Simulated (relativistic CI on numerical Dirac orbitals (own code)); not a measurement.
Energy levels of Cs2+

These numbers are calculated, not measured: Dirac-Coulomb-Breit CI, orbitals from a KLI potential per configuration, a model potential for QED, valence Slater integrals scaled by 0.85, P86 correlation energy added to each configuration (own radial code, finite nucleus).

Configuration list (outside the closed core [Kr] 4d10): 5s²5p⁵, 5s5p⁶, 5s²5p⁴5d, 5s²5p⁴5f, 5s²5p⁴6s, 5s5p⁵5d, 5s²5p⁴6p, 5s²5p⁴4f, 5s²5p⁴7s, 5s²5p⁴6d, 5s²5p⁴7p, 5s5p⁵5f, 5s²5p⁴7d. Double excitations out of closed p, d and f shells are left out; levels of such configurations are missing from the list, as are those of other unlisted configurations, and high levels can miss mixing partners.

The lowest level is 5s²5p⁵ ²P°3/2, with 99 % of that term; Hund's rules for 5s²5p⁵ give ²P° with J = 3/2, in agreement.

| No. | Configuration | Term | J | E (eV) | % | Next component (%) | Landé g |
| --- | --- | --- | --- | --- | --- | --- | --- |
| 1 | 5s²5p⁵ | ²P° | 3/2 | 0.0000 | 99 | 1 5s5p⁵5d ²P° | 1.334 |
| 2 | 5s²5p⁵ | ²P° | 1/2 | 1.7080 | 99 | 1 5s5p⁵5d ²P° | 0.666 |
| 3 | 5s5p⁶ | ²S | 1/2 | 13.9518 | 57 | 39 5s²5p⁴5d ²S | 2.011 |
| 4 | 5p⁴(3P)5d | ⁴D | 5/2 | 15.3593 | 80 | 7 ²D | 1.345 |
| 5 | 5p⁴(3P)5d | ⁴D | 7/2 | 15.3837 | 82 | 11 ⁴F | 1.390 |
| 6 | 5p⁴(3P)5d | ⁴D | 3/2 | 15.4591 | 72 | 12 ²D | 1.200 |
| 7 | 5p⁴(3P)5d | ⁴D | 1/2 | 15.6487 | 61 | 31 ²P | 0.418 |
| 8 | 5p⁴(3P)5d | ⁴F | 9/2 | 16.0763 | 86 | 14 ²G | 1.303 |
| 9 | 5p⁴(3P)5d | ⁴F | 7/2 | 16.4907 | 40 | 38 ²F | 1.138 |
| 10 | 5p⁴(3P)5d | ²D | 3/2 | 16.8604 | 39 | 37 ⁴P | 1.239 |
| 11 | 5p⁴(3P)5d | ²P | 1/2 | 16.9977 | 65 | 34 ⁴D | 0.446 |
| 12 | 5p⁴(3P)5d | ⁴P | 1/2 | 17.0408 | 85 | 5 ⁴D | 2.444 |
| 13 | 5p⁴(3P)6s | ⁴P | 5/2 | 17.1089 | 52 | 27 5s²5p⁴5d ⁴P | 1.505 |
| 14 | 5p⁴(3P)5d | ⁴F | 5/2 | 17.2644 | 85 | 6 ⁴D | 1.051 |
| 15 | 5p⁴(3P)5d | ⁴F | 3/2 | 17.3655 | 79 | 10 ⁴P | 0.602 |
| 16 | 5p⁴(1D)5d | ²D | 3/2 | 17.5135 | 42 | 24 ²P | 1.093 |
| 17 | 5p⁴(3P)5d | ⁴F | 7/2 | 17.6081 | 43 | 38 ²F | 1.207 |
| 18 | 5p⁴(3P)6s | ⁴P | 5/2 | 17.7743 | 34 | 24 5s²5p⁴5d ⁴P | 1.356 |
| 19 | 5p⁴(3P)6s | ²P | 3/2 | 17.8349 | 45 | 27 5s²5p⁴5d ⁴P | 1.406 |
| 20 | 5p⁴(3P)5d | ²P | 3/2 | 18.0829 | 50 | 18 5s²5p⁴6s ⁴P | 1.309 |
| 21 | 5p⁴(1D)5d | ²D | 5/2 | 18.1605 | 38 | 31 ⁴P | 1.282 |
| 22 | 5p⁴(1D)5d | ²G | 9/2 | 18.5640 | 86 | 14 ⁴F | 1.142 |
| 23 | 5p⁴(3P)5d | ²F | 5/2 | 18.5765 | 61 | 30 ²D | 1.021 |
| 24 | 5p⁴(1D)5d | ²G | 7/2 | 18.5818 | 72 | 24 ²F | 0.964 |
| 25 | 5p⁴(3P)6s | ⁴P | 1/2 | 18.7537 | 71 | 20 ²S | 2.427 |
| 26 | 5p⁴(3P)6s | ⁴P | 3/2 | 19.1447 | 68 | 24 ²P | 1.613 |
| 27 | 5p⁴(1D)5d | ²F | 5/2 | 19.3072 | 77 | 16 ²D | 0.942 |
| 28 | 5p⁴(3P)6s | ²P | 1/2 | 19.4137 | 84 | 11 ⁴P | 0.943 |
| 29 | 5p⁴(1D)5d | ²F | 7/2 | 19.6500 | 94 | 2 ²G | 1.144 |
| 30 | 5p⁴(1D)6s | ²D | 5/2 | 20.2751 | 84 | 10 ⁴P | 1.239 |
| 31 | 5p⁴(1D)6s | ²D | 3/2 | 20.3054 | 79 | 11 ²P | 0.890 |
| 32 | 5p⁴(3P)6p | ⁴P° | 3/2 | 20.4902 | 54 | 19 ²P° | 1.598 |
| 33 | 5p⁴(3P)6p | ⁴P° | 5/2 | 20.5317 | 56 | 29 ⁴D° | 1.463 |
| 34 | 5p⁴(1D)5d | ²P | 3/2 | 20.7872 | 42 | 40 ²D | 1.039 |
| 35 | 5p⁴(3P)6p | ²D° | 5/2 | 20.8396 | 64 | 19 ⁴P° | 1.248 |
| 36 | 5p⁴(3P)6p | ²P° | 1/2 | 20.8477 | 52 | 26 ⁴P° | 1.471 |
| 37 | 5p⁴(3P)6p | ⁴D° | 7/2 | 20.8605 | 87 | 13 ²F° | 1.391 |
| 38 | 5p⁴(3P)5d | ²D | 5/2 | 21.1341 | 79 | 11 5s²5p⁴6d ²D | 1.183 |
| 39 | 5p⁴(1D)5d | ²D | 3/2 | 21.2691 | 56 | 32 ²P | 1.011 |
| 40 | 5p⁴(3P)6p | ²P° | 3/2 | 21.4268 | 41 | 24 ²D° | 1.360 |
| 41 | 5p⁴(1D)5d | ²P | 1/2 | 21.6628 | 78 | 8 5s²5p⁴6d ²P | 0.847 |
| 42 | 5p⁴(3P)6p | ⁴D° | 1/2 | 21.8415 | 62 | 24 ²P° | 0.427 |
| 43 | 5p⁴(1S)5d | ²D | 5/2 | 21.9089 | 80 | 7 ²F | 1.193 |
| 44 | 5p⁴(3P)4f | ⁴F° | 7/2 | 21.9719 | 82 | 6 ²F° | 1.227 |
| 45 | 5p⁴(3P)4f | ⁴F° | 9/2 | 21.9989 | 84 | 6 ⁴G° | 1.311 |

Energies count from the lowest computed level; ° marks odd parity. Percentages are summed over parent terms; the parents shown are those of the largest component, closed shells are left out there.

The mean weight of the leading LS term, summed over parents, in these 45 levels is 67 %, and that of the leading jj configuration (from the same eigenvectors) 68 %.

For a near-neutral ion this model can misplace configurations by up to about 10,000 cm⁻¹ (more where the count of f electrons changes) and terms by 10 to 25 % of their spread. Rates follow the energies as ν³ (E1, M1) or ν⁵ (E2), so they and the lifetimes can be off by large factors. The fine structure of a lone outer electron comes out too small, for d and f at times inverted, and misplaced configurations move strength between like terms. 14 of the 37 excited levels that our extract of the measured tables holds in this range could be paired (the sources list more); they are missed by 4231 cm⁻¹ on average and 6954 at most, and levels without a partner can miss by more.

LS names give the leading component of a level, which can be under half, so a name can repeat, a term be missing and a line seem to break the LS rules.
